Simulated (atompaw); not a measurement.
# Pseudopotential generation for Tb: PAW (atompaw), PBE, scalar-relativistic.

atompaw 4.2.0.5 input, output lines left out:

```
Tb 65
GGA-PBE scalarrelativistic loggrid 2001 logderivrange -3 5 201
6 6 5 4 0 0
6 0 1
6 1 0
5 2 0
4 3 9
0 0 0
c
c
c
c
c
v
c
c
c
c
v
c
c
v
v
3
3.00 2.85 2.40 2.40
y
-0.3
n
y
0.05
n
y
-0.1
n
y
-0.25
n
custom rrkj vanderbiltortho sinc
4 0 ultrasoft
3.00
3.00
3.00
3.00
2.25
3.00
1.50
1.50
```

All-electron outer shells of the reference configuration (PBE, scalar-relativistic, ld1.x):

| shell | level (eV) | outermost node (bohr) | outermost maximum (bohr) |
| --- | --- | --- | --- |
| 5s | -53.90 | 0.64 | 1.18 |
| 5p | -31.23 | 0.69 | 1.35 |
| 4f | -9.38 | – | 0.56 |
| 6s | -8.74 | 1.59 | 3.28 |
| 5d | -6.96 | 0.78 | 2.04 |
| 6p | -5.40 | 1.92 | 4.27 |

Task: Is a potential produced?

Result: No. atompaw 4.2.0.5 stopped with "atompaw: The overlap operator has at least one negative eigenvalue!": the overlap operator built from these waves and projectors is not positive definite.
